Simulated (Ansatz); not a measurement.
Geometry optimisation, Ansatz, RKS PBE/6-31G*.

Input file:

```yaml
crystal:
  periodic: [false, false, false]
  atoms:
    - { symbol: B, position_ang: [0.037151, -0.282755, 0.025539] }
    - { symbol: H, position_ang: [-0.191693, -0.563845, 1.168538] }
    - { symbol: F, position_ang: [1.306958, -0.096755, -0.36004] }
    - { symbol: O, position_ang: [-0.930992, -0.246254, -0.936038] }
    - { symbol: H, position_ang: [-1.803881, -0.426366, -0.547027] }
    - { symbol: "N", position_ang: [-0.010478, 2.208189, 1.19523] }
    - { symbol: H, position_ang: [0.909522, 2.230203, 0.740187] }
    - { symbol: H, position_ang: [-0.698939, 2.240605, 0.432812] }
    - { symbol: H, position_ang: [-0.087748, 1.252978, 1.606599] }
basis:
  gaussian: { orbitals: "6-31G*" }
hamiltonian:
  xc: pbe
relax:
  f_tol: 0.03
  max_steps: 50
```

Run as:

```bash
$ ansatz run input.yaml --threads 1 --pin off --max-ram 2048MiB --backend cpu --events-out ev --progress --plain --runs-dir out
```

Task: Where does it end, and by what steps?

Result: The forces met the threshold. After 6 steps the energy has fallen by 0.121 eV; H9 moved furthest, 0.54 Å.

```json
{"step": "0", "energy less start (eV)": "0.0000", "largest force component (eV/Å)": "0.830", "accepted": "yes"}
{"step": "1", "energy less start (eV)": "-0.0886", "largest force component (eV/Å)": "0.484", "accepted": "yes"}
{"step": "2", "energy less start (eV)": "-0.0959", "largest force component (eV/Å)": "0.748", "accepted": "yes"}
{"step": "3", "energy less start (eV)": "-0.0404", "largest force component (eV/Å)": "1.258", "accepted": "no"}
{"step": "4", "energy less start (eV)": "-0.1165", "largest force component (eV/Å)": "0.200", "accepted": "yes"}
{"step": "5", "energy less start (eV)": "-0.1192", "largest force component (eV/Å)": "0.092", "accepted": "yes"}
{"step": "6", "energy less start (eV)": "-0.1212", "largest force component (eV/Å)": "0.025", "accepted": "yes"}
```

```xyz
9
Properties=species:S:1:pos:R:3
B 0.058 -0.403 -0.028
H -0.124 -0.912 1.052
F 1.307 -0.106 -0.414
O -0.942 -0.177 -0.930
H -1.805 -0.455 -0.566
N 0.014 2.373 1.153
H 0.904 2.080 0.736
H -0.696 2.223 0.427
H -0.185 1.693 1.896
```

Whether the end is a true minimum wasn't checked by a vibrational analysis.

The run took 15 s on 1 thread of AMD EPYC 7R43 64-Core Processor (Zen 3) (shared host), peak memory 0.17 GiB.
